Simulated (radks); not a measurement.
Results of a calculation; reference values are marked as such.
Problem. The mean radii <r> (bohr) of the occupied orbitals of an atom or ion are listed with their occupations. Code: a radial shooting solver on a logarithmic mesh with Libxc functionals. Model: Dirac Kohn-Sham, LDA (Slater exchange, Perdew-Wang correlation), spin-unpolarised, spherical densities, point nucleus.

| orbital | occ. | <r> |
|---|---|---|
| 1s1/2 | 2 | 0.06367 |
| 2s1/2 | 2 | 0.2937 |
| 2p1/2 | 2 | 0.2582 |
| 2p3/2 | 4 | 0.2611 |
| 3s1/2 | 2 | 0.9041 |
| 3p1/2 | 2 | 0.9616 |
| 3p3/2 | 4 | 0.9709 |
| 3d3/2 | 2 | 1.461 |
| 3d5/2 | 3 | 1.471 |
| 4p1/2 | 0.333333 | 4.755 |
| 4p3/2 | 0.666667 | 4.800 |

Name the element and its charge. Open shells, if any, are shared by 2j + 1.

Solution. Z = 24, chromium, charge 0: Cr in [Ar] 3d5 4p1. The 1s radius gives Z: for a bare nucleus <r> = (2 gamma + 1)/(2Z) with gamma = sqrt(1 - (Z/c)^2), 0.06186 bohr for Z = 24, and screening makes it slightly larger (0.06367 here). The occupations add up to 24, and the charge is Z minus that.
